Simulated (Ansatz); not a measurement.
Ideal-gas functions of Cl2HNbO2, SMILES `[O]=[Nb]([OH])([Cl])[Cl]` at 800 K and 1 bar, from an Ansatz frequency run at PBE0-D4/def2-TZVP.

Molar mass 196.82 g/mol, point group Cs (symmetry number 1), electronic degeneracy 1, moments of inertia 209.43, 321.39, 398.351 u Å². Harmonic wavenumbers (cm⁻¹, unscaled): 108, 156, 160, 215, 247, 409, 414, 471, 561, 757, 1057, 3902.

Use S(trans) = R[1.5 ln M + 2.5 ln T − 1.1517]; rotational temperatures θ = 24.2544 K / I; S(rot) = R[ln(√π/σ · √(T³/θAθBθC)) + 1.5]; for each mode x = 1.438777 ν̃/T, S = R[x/(eˣ − 1) − ln(1 − e⁻ˣ)] and H = RT x/(eˣ − 1); 1 cm⁻¹ = 0.0119627 kJ/mol; R = 8.31446 J/(mol·K).

Q: By hand: the entropy, in J/(mol·K).

A: Translation 195.3. Rotation: θ = 0.1158, 0.0755, 0.0609 K, giving 131.9. Vibration, mode by mode: 21.95, 18.91, 18.70, 16.27, 15.13, 11.05, 10.96, 9.94, 8.58, 6.36, 4.12, 0.06, in all 142.0. Electronic 0.0. Sum 469.2 J/(mol·K).

Q: By hand: H − E and G − E in kJ/mol, counted from the electronic energy.

A: Zero-point energy ½ × 8457 × 0.0119627 = 50.6; thermal vibration 50.7; translation, rotation and pV give 4 RT = 26.6. H − E = 127.9 kJ/mol, and G − E = 127.9 − 800 × 469.2/1000 = -247.5 kJ/mol.

Vibration gives 30 % of the entropy, 22.0 J/(mol·K) of it from the mode under 150 cm⁻¹: soft modes count most, and the harmonic formula is weakest for them. The sum counts one conformer and one mirror image; others add a mixing term.
